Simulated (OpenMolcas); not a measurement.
Computed levels of 5s² 5p³ in ions with 51 electrons, in cm-1 above ⁴S°_3/2.

```
Program             : OpenMolcas 26.06
Method              : CASSCF
Basis               : ANO-RCC-VTZP
Scalar Hamiltonian  : DKH2, point nucleus
Spin-orbit coupling : RASSI with atomic mean-field integrals over the reference wave functions, term energies averaged over their components
```

Active space for each ion: 5 electrons in 4 orbitals (5s 5p).

```csv
Level,Sb,Te+,Xe3+
²D°_3/2,12301,14158,17128
²D°_5/2,13613,16376,21560
²P°_1/2,18920,22864,30083
²P°_3/2,20550,25767,36546
```

Q: Estimate ²D°_3/2, ²D°_5/2 for I2+ from its neighbours Te+ and Xe3+.

A: ²D°_3/2 is another term, which grows about linearly with the charge: (14158 + 17128) / 2 = 15643. The calculation gives 15584, so the estimate is off by +0.4 %.
²D°_5/2 is another term, which grows about linearly with the charge: (16376 + 21560) / 2 = 18968. The calculation gives 18896, so the estimate is off by +0.4 %.

Mixed levels, with the weight of the term that names them: I2+ ²P°_3/2 (75 %), Xe3+ ²D°_3/2 (75 %), Xe3+ ²P°_3/2 (72 %).

Terms from blocks run as CI alone lack orbitals of their own. Levels of configurations outside the active space are missing.

° marks odd parity.
